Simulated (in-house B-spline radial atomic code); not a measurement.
The numbers below are computed, except where a source is named.
# Stopping and range of 1 keV Hf in Ge

The pair potential comes from two frozen, spherical free-atom densities (PBE, B-spline radial code, scalar-relativistic past argon): electrostatics plus the change in Thomas-Fermi kinetic and Dirac exchange energy where they overlap, the recipe behind the universal ZBL potential, which averages such potentials (from solid-state densities) over many pairs. It is written V = (Z1 Z2 e²/r) φ(r/a), with e² = 14.3996 eV·Å and a = 0.46850 Å/(Z1^0.23 + Z2^0.23); ZBL's fit is φ = 0.18175 e^(−3.1998x) + 0.50986 e^(−0.94229x) + 0.28022 e^(−0.4029x) + 0.02817 e^(−0.20162x). Where φ falls below 4e-4 it is continued as an exponential.

The target is taken as amorphous, with density 5.3234 g/cm³ (NSM archive of the Ioffe Institute); channelling is ignored. Masses: Hf 178.49, Ge 72.63 u. Nuclear stopping is S_n = 4π a Z1 Z2 e² M1/(M1 + M2) × s_n(ε), with s_n integrated over impact parameters for each pair. Electronic stopping is Lindhard and Scharff's S_e = Z1^(1/6) 8π e² a0 Z1 Z2/(Z1^(2/3) + Z2^(2/3))^(3/2) × v/v0, with a0 = 0.529177 Å and v = v0 at 24.801 keV/u; it misses the oscillations with Z1 seen in experiment, which reach tens of per cent. Compounds add by atom fraction.

```
target atom    a (Å)  ε at this energy  s_n, this pair  s_n, ZBL potential
         Ge  0.09574         0.0008347         0.04835             0.05034
```

(1) What are the atom density and the stopping powers at entry?

Along the track:

| E (keV) | N S_n (eV/nm) | N S_e (eV/nm) |
| --- | --- | --- |
| 0.05 | 108 | 9.32 |
| 0.15 | 208 | 16.1 |
| 0.3 | 311 | 22.8 |
| 0.5 | 415 | 29.5 |
| 0.75 | 519 | 36.1 |
| 1 | 606 | 41.7 |

(2) Estimate the path length and the projected range.

Answers

(1) N = 5.3234 × 0.602214/72.63 = 0.04414 atoms/Å³. For Ge: S_n = 28370 × 0.04835 = 1372 eV·Å², S_e = 2.9846 × √1000 = 94.38 eV·Å². Averaged over the target's atoms and times N × 10 Å/nm, the ion loses N S_n = 606 eV/nm to recoils and N S_e = 41.7 eV/nm to electrons; the nuclear share is 94 %.

(2) With continuous slowing down the path is the integral of dE/(N (S_n + S_e)). Trapezoids over the table give 2.66 nm, and the stretch below the first row, with stopping taken as √E, adds 2E/(N S) = 0.85 nm: 3.51 nm in all, against 3.2 nm on a fine grid from 5 eV, a cut that itself drops some per cent of so short a path. Deflections shorten the depth: to first order in the energy passed on, N (S_n + S_e) dR_p/dE = 1 − N S_n (M2/M1) R_p/(2E), summed over the target's atoms, and integrating this on the fine grid gives R_p = 2.37 nm, 0.74 of the path. Lindhard's rule of thumb R/(1 + M2/3M1), with mean M2/M1 = 0.41, gives 2.82 nm. On the ZBL potential the same equation gives 2.35 nm, and the full integral equation, which keeps hard collisions, 2.33 nm.
